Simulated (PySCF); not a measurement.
## SbH3: fields on a plane

All numbers come from PySCF, PBE0, basis Sb def2-TZVP with ECP28, H def2-TZVP (scalar-relativistic core potentials, no spin–orbit coupling, density fitting).

The singlet minimum has Sb–H 1.708 Å (×3); H–Sb–H 91.4° (×3).

The plane holds Sb1 at (0.00, 0.00), H2 at (1.71, 0.00), H3 at (-0.04, 1.71) Å. Columns run from x = -1.95 to 4.05 Å, rows from y = 4.05 (top) to -1.95 Å, in steps of 0.3 Å. Other isomers or separated fragments may lie lower. Core electrons replaced by a potential are absent, the electrostatic potential uses the reduced nuclear charge, and values within about 0.7 Å of such atoms have no physical meaning.

Question: Give the electron density (e/Å³) (cut at 5 e/Å³). Every second row and column.

Answer: 
```
0.00 0.00 0.00 0.00 0.00 0.00 0.00 0.00 0.00 0.00 0.00
0.00 0.00 0.00 0.00 0.00 0.00 0.00 0.00 0.00 0.00 0.00
0.00 0.00 0.01 0.02 0.02 0.01 0.00 0.00 0.00 0.00 0.00
0.00 0.01 0.07 0.25 0.13 0.03 0.00 0.00 0.00 0.00 0.00
0.00 0.03 0.22 1.75 0.48 0.07 0.02 0.01 0.00 0.00 0.00
0.01 0.06 0.29 0.78 0.48 0.15 0.07 0.03 0.01 0.00 0.00
0.02 0.13 0.90 5.00 4.28 0.51 0.55 0.14 0.02 0.00 0.00
0.03 0.18 1.77 5.00 5.00 0.77 1.53 0.24 0.02 0.00 0.00
0.02 0.11 0.49 1.77 0.90 0.28 0.20 0.07 0.01 0.00 0.00
0.01 0.04 0.11 0.18 0.13 0.05 0.03 0.01 0.00 0.00 0.00
0.00 0.01 0.02 0.03 0.02 0.01 0.00 0.00 0.00 0.00 0.00
```

Question: Give the electrostatic potential (V) (cut at 20 V). Lower edges of the bins (V): '0' -0.17, '1' -0.05, '2' 0.14, '3' 0.44, '4' 0.92, '5' 1.67, '6' 2.86, '7' 4.75, '8' 7.74, '9' 12.48; top 20.0.

Answer: 
```
111111100000000000111
111111100000000000011
111111110000000000001
111111111000000000000
111122222100000000000
111234443210000000000
112246775310000000000
222358997421000000000
223468998532000000000
334568997643210000000
345678998764322100000
456799999976553211000
457899999987875321100
457999999999997421111
357999999999997421111
346899999987876421111
245799999976554321111
234678998765432211111
123456777654322111111
112344555543221111111
111223344433221111111
```
